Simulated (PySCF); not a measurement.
Gas-phase reaction: 2 GaOH + 2 H2O ⇌ Ga2H6 + 2 O2

Method: PySCF energies plus ideal-gas RRHO corrections (1 bar). † marks an energy on the PBE0/def2-TZVP geometry and frequencies. MP2 and CCSD(T) freeze the core. Open shells (unrestricted): O2 (multiplicity 3); the rest are closed-shell singlets. Ga: all electrons, no relativistic terms. GaOH, Ga2H6: computed as isolated molecules; such fragments, hydroxides, amides, oligomers or adducts are transient or little studied in the gas. MP2 isn't extrapolated to the basis-set limit. CCSD(T) isn't extrapolated to the basis-set limit.

```csv
level,"ΔH°(298 K), kJ"
BLYP/def2-TZVP†,886
CCSD(T)/def2-SVP†,808
CCSD(T)/def2-TZVPP†,897
HF/def2-TZVP†,?
MP2/def2-TZVPP†,?
PBE0/def2-QZVP†,875
LDA/def2-TZVP†,?
```

Question: Fill in the missing entries.

Answer: 
- HF/def2-TZVP†, ΔH°(298 K), kJ: 788
- MP2/def2-TZVPP†, ΔH°(298 K), kJ: 949
- LDA/def2-TZVP†, ΔH°(298 K), kJ: 856
